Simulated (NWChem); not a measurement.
System: C2H9NSi; SMILES CN[SiH2]C

Input file for NWChem:

```
start job
memory heap 200 mb stack 900 mb global 1100 mb
geometry units angstroms noautoz
  Si    -0.573771    -0.645097     0.095553
  C      0.991316    -1.656214    -0.190526
  N     -0.363968     1.012879    -0.384032
  C      0.548995     1.950120     0.260169
  H     -1.697399    -1.152342    -0.741574
  H     -0.965497    -0.824594     1.532780
  H      1.838335    -1.269911     0.388814
  H      1.276507    -1.650308    -1.248094
  H      0.833929    -2.697145     0.117593
  H     -1.179043     1.467084    -0.779313
  H      0.145503     2.407383     1.178194
  H      1.476460     1.433471     0.531316
  H      0.823916     2.759785    -0.427637
end
basis spherical
  * library def2-svp
end
dft
  xc xpbe96 cpbe96
  iterations 150
  mulliken
end
task dft energy
```

Structure relaxed at the B3LYP/6-31G* (spherical d) level.

Question: Predict the main results of this run. (PBE/def2-SVP.) Quantities: energy (Ha); highest occupied level (eV); orbital gap (eV); dipole (D).

Answer: The energy (Ha) comes out as -425.35, the highest occupied level (eV) comes out as -5.05 and the orbital gap (eV) comes out as 5.58. The dipole (D) comes out as 0.95.
